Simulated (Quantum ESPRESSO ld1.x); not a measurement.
The numbers below are computed, except where a source is named.
Al V, 9 electrons, occupied as [He] 2s2 2p5 (the NIST ground configuration). Level of theory: non-relativistic Kohn-Sham, LDA (Slater exchange, Perdew-Zunger correlation), spin-polarised, spherical densities, point nucleus; open shells are filled with parallel spins first (ld1.x of Quantum ESPRESSO 7.5). Some entries of the table are withheld. Estimate them.

orbital,occ.,eigenvalue (eV),<1/r> (bohr^-1)
1s up,1,(1),12.53
1s down,1,(2),12.54
2s up,1,(3),(4)
2s down,1,(5),(6)
2p up,3,-140.080,2.322
2p down,2,-137.055,2.307

Answer. 
(1) 1s up eigenvalue (eV): -1580.89
(2) 1s down eigenvalue (eV): -1579.22
(3) 2s up eigenvalue (eV): -176.309
(4) 2s up <1/r> (bohr^-1): 2.414
(5) 2s down eigenvalue (eV): -173.584
(6) 2s down <1/r> (bohr^-1): 2.399
